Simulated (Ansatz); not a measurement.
Reaction (formal hydrolysis of a B–N bond): `O=C=NB(F)F` + H₂O → `OB(F)F` + `N=C=O`

Program: Ansatz. Geometries: PBE0-D4/def2-TZVP. ΔE: electronic, gas phase. CCSD(T)/CBS is the MP2 limit (def2-TZVPP, def2-QZVPP) plus CCSD(T) − MP2 in def2-TZVPP, frozen cores. This one scheme is used for every species. One conformer a species, not always the lowest.

```tsv
species	CCSD(T)/def2-SVP energy (Eh)
`O=C=NB(F)F`	-391.54393
H₂O	-76.17468
`OB(F)F`	-299.61444
`N=C=O`	-168.12064
```

Task: Work out ΔE.

Result: ΔE = (-299.61444) + (-168.12064) − (-391.54393) − (-76.17468) = -0.01647 Eh = -43.2 kJ/mol. CCSD(T)/CBS gives -31.9 kJ/mol.

Task: What do rigid-rotor, harmonic-oscillator terms from PBE0-D4/def2-TZVP frequencies (298.15 K, 1 bar) make of the CCSD(T)/CBS value? (An estimate is asked.)

Result: Computed: ΔZPE = +2.5 kJ/mol, ΔH = -32.8 kJ/mol, ΔS = 1 J/(mol·K), ΔG = -33.0 kJ/mol.

Largest T1 diagnostic among the species: 0.018.

Leaving LDA and LC-ωPBE aside and taking each functional with its dispersion term where it has one, the values, not all of them listed here, spread over 5.8 kJ/mol, from CAM-B3LYP-D4 to revPBE-D4. At CCSD(T), def2-SVP lies −11.3 kJ/mol from the extrapolated value and def2-TZVPP −2.5 kJ/mol.
